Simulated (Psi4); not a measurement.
HKO (SMILES [OH][K]), singlet, at a GFN2-xTB geometry (such geometries of metal compounds can be far from the true shape); WB97M-V/def2-TZVP (Psi4).

The Psi4 input:
```
memory 2 GB

molecule {
0 1
  K    -0.51599211   -0.25332463   -0.43505305
  O     1.04778559    0.44431587    0.88093051
  H     1.42156540    1.25864102    1.21856393
}

set basis def2-tzvp

energy('wb97m-v')
print_variables()
```

The log (banner, timings and long lists left out):

```
   => Loading Basis Set <=

    Name: DEF2-TZVP
    Role: ORBITAL
    Keyword: BASIS

         ---------------------------------------------------------
                                   SCF
               by Justin Turney, Rob Parrish, Andy Simmonett
                          and Daniel G. A. Smith
                              RKS Reference
         ---------------------------------------------------------

  ==> Geometry <==

    Molecular point group: cs
    Full point group: Cs

    Geometry (in Angstrom), charge = 0, multiplicity = 1:

       Center              X                  Y                   Z               Mass
    ------------   -----------------  -----------------  -----------------  -----------------
         K           -0.629952432250    -0.226694526227     0.000000000000    38.963706486400
         O            1.413780847820     0.471209458846     0.000000000000    15.994914619570
         H            1.916977309689     1.285842163413     0.000000000000     1.007825032230

  Running in cs symmetry.

  Rotational constants: A =     50.50044  B =      0.29054  C =      0.28887 [cm^-1]
  Rotational constants: A = 1513965.03976  B =   8710.04703  C =   8660.22358 [MHz]
  Nuclear repulsion =   45.060603823973324

  Charge       = 0
  Multiplicity = 1
  Electrons    = 28
  Nalpha       = 14
  Nbeta        = 14

  ==> Algorithm <==

  SCF Algorithm Type is DF.
  DIIS enabled.
  MOM disabled.
  Fractional occupation disabled.
  Guess Type is SAD.
  Energy threshold   = 1.00e-06
  Density threshold  = 1.00e-06
  Integral threshold = 1.00e-12

  ==> Primary Basis <==

  Basis Set: DEF2-TZVP
    Blend: DEF2-TZVP
    Number of shells: 28
    Number of basis functions: 70
    Number of Cartesian functions: 78
    Spherical Harmonics?: true
    Max angular momentum: 3

  ==> DFT Potential <==

   => LibXC <=

    Version 7.1.2
    S. Lehtola, C. Steigemann, M. J. T. Oliveira, and M. A. L. Marques,  SoftwareX 7, 1–5 (2018) (10.1016/j.softx.2017.11.002)

   => Composite Functional: WB97M-V <=

    wB97M-V Hyb-GGA Exchange-Correlation Functional

    N. Mardirossian and M. Head-Gordon,  J. Chem. Phys. 144, 214110 (2016) (10.1063/1.4952647)

    Deriv               =              1
    GGA                 =           TRUE
    Meta                =           TRUE

    Exchange Hybrid     =           TRUE
    MP2 Hybrid          =          FALSE

   => Exchange-Correlation Functionals <=

    1.0000   wB97M-V exchange-correlation functional

   => Exact (HF) Exchange <=

    0.8500            HF,LR [omega = 0.3000]
    0.1500               HF

   => LibXC Density Thresholds  <==

    XC_HYB_MGGA_XC_WB97M_V:  1.00E-13

   => VV10 Non-Local Parameters <=

    VV10 B              =     6.0000E+00
    VV10 C              =     1.0000E-02

   => Molecular Quadrature <=

    Radial Scheme          =       TREUTLER
    Pruning Scheme         =           NONE
    Nuclear Scheme         =       TREUTLER

    Blocking Scheme        =         OCTREE
    BS radius alpha        =              1
    Pruning alpha          =              1
    Radial Points          =             75
    Spherical Points       =            302
    Total Points           =          65453
    Total Blocks           =            566
    Max Points             =            256
    Max Functions          =             69
    Weights Tolerance      =       1.00E-15

   => Loading Basis Set <=

    Name: (DEF2-TZVP AUX)
    Role: JKFIT
    Keyword: DF_BASIS_SCF

  ==> Integral Setup <==

  SCF_SUBTYPE=INCORE selected. In-core MEM_DF algorithm will be used.
  Using in-core AOs.

  ==> MemDFJK: Density-Fitted J/K Matrices <==

    J tasked:                   Yes
    K tasked:                   Yes
    wK tasked:                  Yes
    Omega:                3.000E-01
    Algorithm:                 Core
    Schwarz Cutoff:           1E-12
    Mask sparsity (%):       0.6531
    Fitting Condition:        1E-10

   => Auxiliary Basis Set <=

  Basis Set: (DEF2-TZVP AUX)
    Blend: DEF2-UNIVERSAL-JKFIT
    Number of shells: 75
    Number of basis functions: 255
    Number of Cartesian functions: 316
    Spherical Harmonics?: true
    Max angular momentum: 4

  Minimum eigenvalue in the overlap matrix is 9.1955183640E-03.
  Reciprocal condition number of the overlap matrix is 1.8839416441E-03.
    Using symmetric orthogonalization.

  ==> Pre-Iterations <==

  SCF Guess: Superposition of Atomic Densities via on-the-fly atomic UHF (no occupation information).

   -------------------------
    Irrep   Nso     Nmo
   -------------------------
     A'        49      49
     A"        21      21
   -------------------------
    Total      70      70
   -------------------------

  ==> Iterations <==

                           Total Energy        Delta E     RMS |[F,P]|

   @DF-RKS iter SAD:  -675.03953499991462   -6.75040e+02   0.00000e+00
   @DF-RKS iter   1:  -675.45274229881045   -4.13207e-01   1.61986e-02 ADIIS/DIIS
   @DF-RKS iter   2:  -673.12423955064810    2.32850e+00   3.60306e-02 ADIIS/DIIS
   @DF-RKS iter   3:  -675.73579701593974   -2.61156e+00   2.15096e-03 ADIIS/DIIS
   @DF-RKS iter   4:  -675.74338634323942   -7.58933e-03   4.33950e-04 ADIIS/DIIS
   @DF-RKS iter   5:  -675.74370280033929   -3.16457e-04   2.41232e-04 ADIIS/DIIS
   @DF-RKS iter   6:  -675.74376897312106   -6.61728e-05   7.23748e-05 DIIS
   @DF-RKS iter   7:  -675.74377666460828   -7.69149e-06   2.98146e-05 DIIS
   @DF-RKS iter   8:  -675.74377804281710   -1.37821e-06   7.62762e-06 DIIS
   @DF-RKS iter   9:  -675.74377816968979   -1.26873e-07   8.46386e-07 DIIS
  Energy and wave function converged.

  ==> Post-Iterations <==

   Electrons on quadrature grid:
      Ntotal   =   27.9999916500 ; deviation = -8.350e-06

    Orbital Energies [Eh]
    ---------------------

    Doubly Occupied:

       1Ap  -130.127711     2Ap   -19.162888     3Ap   -13.365037
       4Ap   -10.643368     1App  -10.643281     5Ap   -10.642428
       6Ap    -1.465879     7Ap    -0.938942     8Ap    -0.817932
       2App   -0.817364     9Ap    -0.802992    10Ap    -0.410401
       3App   -0.271958    11Ap    -0.271125

    Virtual:

      12Ap    -0.014787    13Ap     0.050745     4App    0.051426
      14Ap     0.060200    15Ap     0.087125    16Ap     0.118893
       5App    0.118938    17Ap     0.153457     6App    0.160819
      18Ap     0.176860    19Ap     0.253770     7App    0.354258
      20Ap     0.354258    21Ap     0.363881     8App    0.364674
      22Ap     0.381263    23Ap     0.623266    24Ap     0.688264
       9App    0.696221    25Ap     0.723580    10App    0.750393
      26Ap     0.766065    27Ap     0.822191    28Ap     0.886090
      29Ap     1.139280    11App    1.253698    30Ap     1.253870
      12App    1.255942    31Ap     1.289125    32Ap     1.336081
      13App    1.528899    33Ap     1.661604    14App    1.767932
      34Ap     1.833436    35Ap     1.897258    15App    2.324954
      36Ap     2.359226    37Ap     2.444521    38Ap     2.878065
      16App    2.910308    39Ap     2.914845    40Ap     3.111857
      41Ap     3.959551    17App    5.374621    42Ap     5.378067
      43Ap     5.408536    18App    5.408791    19App    5.656343
      44Ap     5.687354    45Ap     6.431256    20App    6.505474
      46Ap     6.511935    21App    6.634373    47Ap     6.745191
      48Ap     7.197474    49Ap    43.806500

    Final Occupation by Irrep:
             Ap   App
    DOCC [    11,    3 ]
    NA   [    11,    3 ]
    NB   [    11,    3 ]

  @DF-RKS Final Energy:  -675.74377816968979

   => Energetics <=

    Nuclear Repulsion Energy =             45.0606038239733238
    One-Electron Energy =               -1020.5125564539066545
    Two-Electron Energy =                 332.1533437039532259
    DFT Exchange-Correlation Energy =     -32.5634105054514293
    Empirical Dispersion Energy =           0.0000000000000000
    VV10 Nonlocal Energy =                  0.1182412617416251
    Total Energy =                       -675.7437781696897900

Computation Completed

Properties will be evaluated at   0.000000,   0.000000,   0.000000 [a0]

Properties computed using the SCF density matrix

 Multipole Moments:

 ------------------------------------------------------------------------------------
     Multipole            Electronic (a.u.)      Nuclear  (a.u.)        Total (a.u.)
 ------------------------------------------------------------------------------------

 L = 1.  Multiply by 2.5417464519 to convert [e a0] to [Debye]
 Dipole X            :         -5.1144691            2.3775171           -2.7369519
 Dipole Y            :         -2.0017678            1.4141233           -0.5876445
 Dipole Z            :          0.0000000            0.0000000            0.0000000
 Magnitude           :                                                    2.7993271

 ------------------------------------------------------------------------------------

  Variable Map:
  ----------------------------------------------------------------------------
  "CURRENT ENERGY"              =>    -675.743778169690
  "CURRENT REFERENCE ENERGY"    =>    -675.743778169690
  "DD SOLVATION ENERGY"         =>       0.000000000000
  "DFT FUNCTIONAL TOTAL ENERGY" =>    -675.743778169690
  "DFT TOTAL ENERGY"            =>    -675.743778169690
  "DFT VV10 ENERGY"             =>       0.118241261742
  "DFT XC ENERGY"               =>     -32.563410505451
  "GRID ELECTRONS ALPHA"        =>      13.999995824986
  "GRID ELECTRONS BETA"         =>      13.999995824986
  "GRID ELECTRONS TOTAL"        =>      27.999991649972
  "NUCLEAR REPULSION ENERGY"    =>      45.060603823973
  "ONE-ELECTRON ENERGY"         =>   -1020.512556453907
  "PCM POLARIZATION ENERGY"     =>       0.000000000000
  "PE ENERGY"                   =>       0.000000000000
  "SCF ITERATION ENERGY"        =>    -675.743778169690
  "SCF ITERATIONS"              =>       9.000000000000
  "SCF TOTAL ENERGY"            =>    -675.743778169690
  "TWO-ELECTRON ENERGY"         =>     332.153343703953
  "XC GRID RADIAL POINTS"       =>      75.000000000000
  "XC GRID SPHERICAL POINTS"    =>     302.000000000000
  "XC GRID TOTAL POINTS"        =>   65453.000000000000

  Array Variable Map:
  ----------------------------------------------------------------------------
  "CURRENT DIPOLE"              =>      -2.736951933260 ... 0.000000000000 1 by 3
  "SCF DIPOLE"                  =>      -2.736951933260 ... 0.000000000000 1 by 3
  "SCF TOTAL ENERGIES"          =>    -675.039534999915 ... -675.743778169690 1 by 10
```
